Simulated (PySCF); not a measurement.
SiHI₃, SMILES I[SiH](I)I. Heavy atoms are numbered as in [SiH:1]([I:2])([I:3])[I:4]. Hydrogens are named by the atom that carries them.

Coordinates come from a PBE-D3(BJ)/def2-SVP optimisation. The def2 effective core potentials stand for the cores of I; spin–orbit coupling is left out.

The numbers are results of PBE/def2-TZVP run with PySCF, not measurements.

ESP charges are fitted to the potential on shells at 1.4 to 2.0 van der Waals radii. Atomic charges (e), one atom of each kind:

| atom | Mulliken | Löwdin | ESP fit |
|---|---|---|---|
| Si1 (SiH) | ? | -0.56 | -0.42 |
| I2 | ? | 0.19 | 0.08 |
| H on Si1 | ? | -0.01 | 0.18 |

### Question
Complete the blanks. (Estimate from the structure and the level; the computed values follow.)

### Answer

- Si1 (SiH), Mulliken: 0.20
- I2, Mulliken: -0.07
- H on Si1, Mulliken: 0.03

Computed Mayer and Wiberg (Löwdin basis) orders of the bonds:
```tsv
bond	Mayer	Wiberg
Si1–I2	1.19	1.70
Si1–I3	1.19	1.70
Si1–I4	1.19	1.70
```
